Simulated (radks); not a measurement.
Results of a calculation; reference values are marked as such.
Problem. Ionisation of the vanadium ion V+, [Ar] 3d4, to V2+, [Ar] 3d3, under several functionals. Scalar-relativistic Kohn-Sham, spin-polarised, spherical densities, finite nucleus; open shells are filled with parallel spins first; a radial shooting solver on a logarithmic mesh with Libxc functionals. Known Delta-SCF values: SOGGA 15.702 eV. What does SCAN give, and what is its highest occupied eigenvalue?

Solution. 15.792 eV by Delta-SCF; the 3d eigenvalue is -9.857 eV. NIST: 14.63 eV (measured).
